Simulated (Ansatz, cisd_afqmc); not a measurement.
System: V, charge 0, quartet.

Property: sextet-quartet gap (V (sextet) against V (quartet), E(sextet) - E(quartet)), in eV. UHF or UKS for unpaired electrons; spin-orbit terms are left out. The -DK rows use spin-free X2C, correlate 3s3p of the metal (1s2s2p frozen) and give its partners the cc-pVXZ-DK valence sets. AFQMC/CISD: phaseless, guided by CISD from CCSD amplitudes; bars are statistical, one sigma. Outlying blocks are dropped, and bars are widened where a walk drifts. Over all cases where full CI ran beside it in this data, AFQMC minus full CI had a median of +0.1 mEh and passed +0.4 mEh in a tenth of the cases. CBS(X,Y): correlation extrapolated as X^-3, Hartree-Fock from the larger set. A bracket is a step between two methods taken in the basis named. Open-shell metal atoms are single determinants, not pure terms.

```json
[
 {"level": "HF/aug-cc-pwCVTZ-DK", "program": "Ansatz", "sextet-quartet gap (eV)": "0.40", "difference against the last row": "0.14"},
 {"level": "MP2/aug-cc-pwCVTZ-DK", "program": "Ansatz", "sextet-quartet gap (eV)": "-0.13", "difference against the last row": "-0.39"},
 {"level": "CCSD/aug-cc-pwCVTZ-DK", "program": "Ansatz", "sextet-quartet gap (eV)": "0.29", "difference against the last row": "0.03"},
 {"level": "CCSD/cc-pwCVTZ-DK", "program": "Ansatz", "sextet-quartet gap (eV)": "0.31", "difference against the last row": "0.05"},
 {"level": "CCSD/cc-pwCVQZ-DK", "program": "Ansatz", "sextet-quartet gap (eV)": "0.26", "difference against the last row": "0.00"},
 {"level": "CCSD(T)/aug-cc-pwCVQZ-DK", "program": "Ansatz", "sextet-quartet gap (eV)": "0.27", "difference against the last row": "0.01"},
 {"level": "CCSD(T)/CBS(cc-pwCVTZ-DK,cc-pwCVQZ-DK)", "program": "Ansatz", "sextet-quartet gap (eV)": "0.24", "difference against the last row": "-0.02"},
 {"level": "CCSDT(Q)/aug-cc-pwCVTZ-DK", "program": "Ansatz", "sextet-quartet gap (eV)": "0.33", "difference against the last row": "0.07"},
 {"level": "CCSDT(Q)/cc-pwCVTZ-DK", "program": "Ansatz", "sextet-quartet gap (eV)": "0.34", "difference against the last row": "0.08"},
 {"level": "AFQMC/CISD/cc-pwCVTZ-DK", "program": "cisd_afqmc", "sextet-quartet gap (eV)": "0.32 ± 0.02", "difference against the last row": "0.06"},
 {"level": "CCSD(T)/CBS(aug-cc-pwCVTZ-DK,aug-cc-pwCVQZ-DK) + [CCSDT(Q) - CCSD(T)]/aug-cc-pwCVTZ-DK", "program": "Ansatz", "sextet-quartet gap (eV)": "0.26", "difference against the last row": "0.00"}
]
```

Ansatz is a quantum-chemistry and plane-wave program.
